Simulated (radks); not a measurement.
Initial-state core-level shifts of neutral scandium when its valence configuration changes from [Ar] 3d1 4s2. Calculated with a radial shooting solver on a logarithmic mesh with Libxc functionals: Dirac Kohn-Sham, LDA (Slater exchange, Perdew-Wang correlation), spin-unpolarised, spherical densities, point nucleus; open shells fill j = l - 1/2 first. Shifts are changes of the shell-averaged eigenvalues in eV (positive: less bound).

[
 {"valence": "3d0.5 4s2 4p0.5", "1s": "-2.929", "2p": "-3.302", "3s": "-2.893", "3p": "-2.773"},
 {"valence": "3d1 4s1.5 4p0.5", "1s": "-0.665", "2p": "-0.648", "3s": "-0.654", "3p": "-0.650"},
 {"valence": "3d1 4s0.5 4p1.5", "1s": "-1.907", "2p": "-1.859", "3s": "-1.876", "3p": "-1.863"},
 {"valence": "3d2 4s1", "1s": "+2.815", "2p": "+3.326", "3s": "+2.948", "3p": "+2.799"},
 {"valence": "3d1 4s1 4p1", "1s": "-1.300", "2p": "-1.267", "3s": "-1.278", "3p": "-1.270"},
 {"valence": "3d2 4s0.5 4p0.5", "1s": "+2.287", "2p": "+2.841", "3s": "+2.430", "3p": "+2.276"},
 {"valence": "3d2.5 4s0.5", "1s": "+3.457", "2p": "+4.134", "3s": "+3.685", "3p": "+3.492"},
 {"valence": "4s2 4p1", "1s": "-6.299", "2p": "-7.144", "3s": "-6.117", "3p": "-5.850"},
 {"valence": "3d3", "1s": "+3.775", "2p": "+4.589", "3s": "+4.098", "3p": "+3.871"}
]
